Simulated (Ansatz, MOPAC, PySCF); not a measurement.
Lewis adduct: GaH3 (SMILES [GaH3]) (first 4 atoms) with NH3 (SMILES N); geometry from B3LYP-D3(BJ)/def2-TZVP, rigid monomers moved along the line of their centres of mass till Ga1···N5 is 3.92 Å.
(charge 0, multiplicity 1):
```xyz
8

Ga     0.470    -0.368     0.771
H      0.087    -1.901     0.839
H     -0.281     0.541    -0.283
H      1.929     0.056     1.214
N     -1.446     0.820     3.983
H     -2.439     0.634     3.896
H     -1.102     0.334     4.804
H     -1.320     1.816     4.126
```

Interaction energies are E(AB) − E(A) − E(B) at the monomers' geometry in the complex; basis-set methods are counterpoise corrected. Rows marked so take none.

Correlated levels freeze the cores. Filled d and f shells under p-block atoms count as core. CBS(a, b) extrapolates the correlation energy as X⁻³ and adds the Hartree–Fock energy of set b. Rows in 3-21G, 6-31G*, STO-3G carry no dispersion term and start afresh at each structure (6-31G* with six Cartesian d functions); the Pople sets are all-electron and without relativity. MP2/6-31G* freezes PySCF's default core, which leaves 3d correlated. The state that PM3, PM6, PM7 reach isn't checked; PM7 holds dispersion and hydrogen-bond terms.

Programs: Ansatz (a first-principles code) with Gaussian orbitals; MOPAC for PM3, PM6, PM7 (differences of heats of formation); PySCF for 3-21G rows, 6-31G* rows, STO-3G rows, the dispersion terms. Each number belongs to the level named beside it.

Other levels give for the interaction energy: PBE/def2-TZVPPD -3.95; B3LYP/def2-TZVPPD -3.56; B3LYP-D3(BJ)/def2-TZVPPD -4.15; wB97M-V/def2-TZVPPD -4.13; CCSD(T)/CBS(aug-cc-pVDZ, aug-cc-pVTZ) -4.24 kcal/mol.

Common cheap choices:

```json
[
 {"level": "PM3", "interaction energy (kcal/mol)": "-11.83", "less -4.24 (CCSD(T)/CBS(aug-cc-pVDZ, aug-cc-pVTZ))": "-7.58"},
 {"level": "PM6", "interaction energy (kcal/mol)": "-0.98", "less -4.24 (CCSD(T)/CBS(aug-cc-pVDZ, aug-cc-pVTZ))": "3.27"},
 {"level": "PM7", "interaction energy (kcal/mol)": "-1.59", "less -4.24 (CCSD(T)/CBS(aug-cc-pVDZ, aug-cc-pVTZ))": "2.65"},
 {"level": "HF/STO-3G (no counterpoise)", "interaction energy (kcal/mol)": "-2.46", "less -4.24 (CCSD(T)/CBS(aug-cc-pVDZ, aug-cc-pVTZ))": "1.79"},
 {"level": "HF/6-31G* (no counterpoise)", "interaction energy (kcal/mol)": "-5.51", "less -4.24 (CCSD(T)/CBS(aug-cc-pVDZ, aug-cc-pVTZ))": "-1.27"},
 {"level": "B3LYP/3-21G (no counterpoise)", "interaction energy (kcal/mol)": "-10.12", "less -4.24 (CCSD(T)/CBS(aug-cc-pVDZ, aug-cc-pVTZ))": "-5.88"},
 {"level": "MP2/6-31G*", "interaction energy (kcal/mol)": "-4.49", "less -4.24 (CCSD(T)/CBS(aug-cc-pVDZ, aug-cc-pVTZ))": "-0.24"},
 {"level": "MP2/6-31G* (no counterpoise)", "interaction energy (kcal/mol)": "-6.16", "less -4.24 (CCSD(T)/CBS(aug-cc-pVDZ, aug-cc-pVTZ))": "-1.91"}
]
```
